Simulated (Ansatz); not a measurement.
Total energies of GeH(OMe)3 (C3H10GeO3) from Ansatz at PBE-D4/def2-SVP, gas phase (1 Eh = 27.2114 eV = 2625.5 kJ/mol). The reference geometry is relaxed at B3LYP-D4/def2-SVP.

```xyz
17

Ge   -0.806   -0.459   -0.473
H    -2.228   -0.955   -0.756
O    -0.023    0.334   -1.843
C     0.221    1.726   -1.928
H    -0.637    2.257   -2.381
H     1.098    1.883   -2.578
H     0.425    2.179   -0.944
O     0.140   -1.895   -0.057
C     1.548   -1.827    0.069
H     1.933   -2.853    0.180
H     1.856   -1.245    0.958
H     2.020   -1.371   -0.819
O    -0.722    0.744    0.838
C    -1.124    0.426    2.153
H    -2.204    0.187    2.218
H    -0.935    1.301    2.795
H    -0.562   -0.433    2.568
```

```
                 state   geometry  energy (Eh)
      charge 0 singlet  reference  -2421.80302
     charge -1 doublet  reference  -2421.71742
free Ge atom (triplet)          –  -2076.34106
 free H atom (doublet)          –     -0.49863
 free O atom (triplet)          –    -74.91467
 free C atom (triplet)          –    -37.75124
```

Problem. Work out the vertical electron affinity, to the doublet.

Solution. E(charge 0 singlet) − E(charge -1 doublet) = -2421.80302 − (-2421.71742) = -0.08560 Eh = -2.33 eV; negative, so the extra electron isn't bound. The basis lacks diffuse functions, which makes affinities too small.

Problem. What is the binding energy per atom against free atoms?

Solution. Atoms: 1 × (-2076.34106) + 10 × (-0.49863) + 3 × (-74.91467) + 3 × (-37.75124) = -2419.32509 Eh. Binding: -2419.32509 − (-2421.80302) = 2.47793 Eh = 67.43 eV, or 3.97 eV for each of 17 atoms (no zero-point energy, no counterpoise term).

At PBE-D4/def2-SVP the highest occupied level of the charge -1 doublet lies above zero (up to 4.61 eV). By energy differences it is unbound by 2.33 eV (vertical, against the charge 0 singlet, at PBE-D4/def2-SVP) and held by the finite basis.
